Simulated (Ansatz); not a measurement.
Gas-phase electronic energies from Ansatz, PBE0-D4/def2-TZVP geometries. CCSD(T)/CBS is the MP2 limit (def2-TZVPP, def2-QZVPP) plus CCSD(T) − MP2 in def2-TZVPP, frozen cores. Functionals use def2-TZVPP. Each species was taken in one conformer, which may not be the lowest.

Consider the ligand exchange at the Si–N bond: `F[SiH2]N[SiH2]F` + `CO[SiH](F)S` → `CO[SiH](F)S[SiH2]F` + `N[SiH2]F`.

CCSD(T)/CBS gives +2.8 kJ/mol.

Task: Another level gave +16.7 kJ/mol. Which?
A. HF/def2-TZVPP
B. r2SCAN-D4/def2-TZVPP
C. ωB97M-V/def2-TZVPP
D. CCSD(T)/def2-TZVPP

Result: A. HF/def2-TZVPP 16.7, ωB97M-V 2.1, r2SCAN-D4 -2.8, CCSD(T)/def2-TZVPP 7.1 kJ/mol.

Largest T1 diagnostic among the species: 0.012.

In def2-TZVPP, CCSD(T) changes the Hartree–Fock value by −9.6 kJ/mol (the triples alone add −2.6 kJ/mol) and MP2 by −13.7 kJ/mol. The D4 term adds −6.1 kJ/mol with B3LYP and −3.6 kJ/mol with PBE0; it sums over pairs of atoms, weighted by their polarisabilities, and B3LYP, whose exchange is more repulsive, gets the larger term.

CCSD(T)/CBS has its own doubt, a few kJ/mol and more with outer-core shells, so smaller differences from it don't rank the levels.

B3LYP here is the variant with VWN-RPA as its local correlation; programs differ in this.
